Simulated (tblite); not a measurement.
C2H5O (SMILES C[CH]O), doublet, at a GFN2-xTB geometry; GFN1-xTB (tblite 0.6.0).

tblite was given this input:
```
$ tblite run mol.xyz --method gfn1 --charge 0 --spin 1 --json tblite.json --no-restart

# file mol.xyz
8

C     -1.22003785    -0.15018634     0.22165959
C      0.18174770     0.29955908     0.36369331
O      1.07789729    -0.19148884    -0.56006942
H     -1.71996174    -0.14101452     1.18910887
H     -1.79804751     0.49294177    -0.45494149
H     -1.23390671    -1.15812005    -0.18589083
H      0.41541138     1.23769409     0.84206121
H      1.94306715     0.20417300    -0.42189986
```

### Question
Write the output that tblite gives for this input, abridged.

### Answer

```
xTB calculator
 | screened Coulomb repulsion
 | Coulomb electrostatics
 |  * isotropic Klopman-Ohno-Mataga-Nishimoto electrostatics
 |  * onsite third-order electrostatics
 | DFT-D3(BJ) dispersion correction

halogen bonding energy    0.0000000000000E+00 Eh
repulsion energy          1.1374468916165E-01 Eh
dispersion energy        -1.4977530433985E-03 Eh
number of electrons       1.9000000000000E+01 e
integral cutoff           1.9731147476801E+01 bohr

------------------------------------------------------------
  cycle        total energy    energy error   density error
------------------------------------------------------------
      1     -11.48007980207  -1.1592327E+01   5.8469493E-01
      2     -11.54024983981  -6.0170038E-02   3.2685772E-01
      3     -11.54206311436  -1.8132745E-03   7.4577590E-02
      4     -11.54323893486  -1.1758205E-03   1.0352448E-02
      5     -11.54335659459  -1.1765973E-04   6.7066255E-03
      6     -11.54340120409  -4.4609501E-05   2.1542883E-03
      7     -11.54340875397  -7.5498817E-06   2.0699323E-04
      8     -11.54340880709  -5.3117221E-08   5.8829718E-05
      9     -11.54340881121  -4.1228763E-09   1.9190952E-05
------------------------------------------------------------

electronic energy        -1.1655655747331E+01 Eh
total energy             -1.1543408811213E+01 Eh

Post processing:
 | Mayer-Wiberg bond orders

[Info] JSON dump of results written to 'tblite.json'
```
